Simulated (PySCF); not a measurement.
Molfile (atoms numbered from 1):
```
C6H18BN
     RDKit          3D

 26 25  0  0  0  0  0  0  0  0999 V2000
    2.0992   -0.1048   -1.3487 B   0  0  0  0  0  0  0  0  0  0  0  0
    1.0715    0.4431   -0.2056 N   0  0  2  0  0  0  0  0  0  0  0  0
    1.5029    0.0377    1.1376 C   0  0  0  0  0  0  0  0  0  0  0  0
   -0.3712    0.1884   -0.4997 C   0  0  0  0  0  0  0  0  0  0  0  0
   -1.2934    1.0725    0.3383 C   0  0  0  0  0  0  0  0  0  0  0  0
   -1.0212    2.5656    0.2300 C   0  0  0  0  0  0  0  0  0  0  0  0
   -0.7088   -1.2948   -0.3900 C   0  0  0  0  0  0  0  0  0  0  0  0
   -1.9706   -1.6762   -1.1486 C   0  0  0  0  0  0  0  0  0  0  0  0
    1.6388    0.2749   -2.4207 H   0  0  0  0  0  0  0  0  0  0  0  0
    2.1538   -1.3246   -1.2548 H   0  0  0  0  0  0  0  0  0  0  0  0
    3.1742    0.4234   -1.0813 H   0  0  0  0  0  0  0  0  0  0  0  0
    1.1931    1.4547   -0.2689 H   0  0  0  0  0  0  0  0  0  0  0  0
    0.8656    0.4690    1.9241 H   0  0  0  0  0  0  0  0  0  0  0  0
    2.5397    0.3661    1.2777 H   0  0  0  0  0  0  0  0  0  0  0  0
    1.4843   -1.0563    1.2051 H   0  0  0  0  0  0  0  0  0  0  0  0
   -0.4703    0.4813   -1.5577 H   0  0  0  0  0  0  0  0  0  0  0  0
   -2.3223    0.8682    0.0049 H   0  0  0  0  0  0  0  0  0  0  0  0
   -1.2611    0.7544    1.3950 H   0  0  0  0  0  0  0  0  0  0  0  0
   -1.7981    3.1475    0.7470 H   0  0  0  0  0  0  0  0  0  0  0  0
   -1.0041    2.8955   -0.8210 H   0  0  0  0  0  0  0  0  0  0  0  0
   -0.0609    2.8554    0.6879 H   0  0  0  0  0  0  0  0  0  0  0  0
   -0.8138   -1.5750    0.6723 H   0  0  0  0  0  0  0  0  0  0  0  0
    0.1432   -1.8634   -0.7918 H   0  0  0  0  0  0  0  0  0  0  0  0
   -2.1744   -2.7523   -1.0484 H   0  0  0  0  0  0  0  0  0  0  0  0
   -1.8666   -1.4567   -2.2224 H   0  0  0  0  0  0  0  0  0  0  0  0
   -2.8610   -1.1419   -0.7818 H   0  0  0  0  0  0  0  0  0  0  0  0
  1  2  1  0
  2  3  1  0
  2  4  1  0
  4  5  1  0
  5  6  1  0
  4  7  1  0
  7  8  1  0
  1  9  1  0
  1 10  1  0
  1 11  1  0
  2 12  1  1
  3 13  1  0
  3 14  1  0
  3 15  1  0
  4 16  1  0
  5 17  1  0
  5 18  1  0
  6 19  1  0
  6 20  1  0
  6 21  1  0
  7 22  1  0
  7 23  1  0
  8 24  1  0
  8 25  1  0
  8 26  1  0
M  CHG  2   1  -1   2   1
M  END
```

Geometry: PBE0-D3(BJ)/def2-SVP; GIAO shifts from PySCF 2.14.0 with density-fitted response routines, gas phase, non-relativistic, averaged over equivalent atoms.

At PBE0/pcSseg-1 (226 basis functions, 53 s wall time on 1 thread of an Arm Neoverse V2, shared host):
```tsv
atoms	δ (ppm)
B1	-18.5
N2	58.0
C4	66.4
C3	31.8
C5	23.4
C7	21.3
C8	13.0
C6	10.8
H12	2.87
H23	2.56
H16	2.36
H13/H14/H15	2.08
H9/H10/H11	2.03
H17	1.53
H18	1.00
H24/H25/H26	0.96
H19/H20/H21	0.90
H22	0.59
```

References, each an isolated molecule treated in the same way: $^{11}$B (100.73 ppm) against BF3·OEt2; $^{15}$N (265.67 ppm) vs NH3; $^{13}$C (184.41 ppm), $^{1}$H (31.27 ppm) against TMS.

Task: What do these become at HF/pcSseg-1?

Result: 
| atoms | δ at HF/pcSseg-1 | change |
| --- | --- | --- |
| B1 | -12.3 | +6.2 |
| N2 | 38.6 | -19.4 |
| C4 | 57.1 | -9.3 |
| C3 | 29.6 | -2.2 |
| C5 | 21.0 | -2.4 |
| C7 | 19.1 | -2.2 |
| C8 | 12.9 | -0.1 |
| C6 | 11.3 | +0.5 |
| H12 | 2.16 | -0.71 |
| H23 | 2.30 | -0.26 |
| H16 | 2.05 | -0.31 |
| H13/H14/H15 | 2.06 | -0.02 |
| H9/H10/H11 | 1.79 | -0.24 |
| H17 | 1.31 | -0.22 |
| H18 | 0.89 | -0.11 |
| H24/H25/H26 | 1.00 | +0.04 |
| H19/H20/H21 | 0.94 | +0.04 |
| H22 | 0.48 | -0.11 |

Shifts are taken against calculated references (same method and geometry level): $^{11}$B (σ = 115.29 ppm) against BF3·OEt2; $^{15}$N (σ = 265.72 ppm) against NH3; $^{13}$C (σ = 190.85 ppm), $^{1}$H (σ = 31.69 ppm) vs TMS.

The largest change is at N2 (donor nitrogen of a Lewis adduct). Cost: 226 basis functions, 24 s wall time on 1 thread of an Arm Neoverse V2, shared host. The order of the carbon signals is the same at both levels.

Experimental scales use liquid or dissolved standards, which lie at an offset from isolated NH3 (liquid NH3: subtract about 20 ppm).
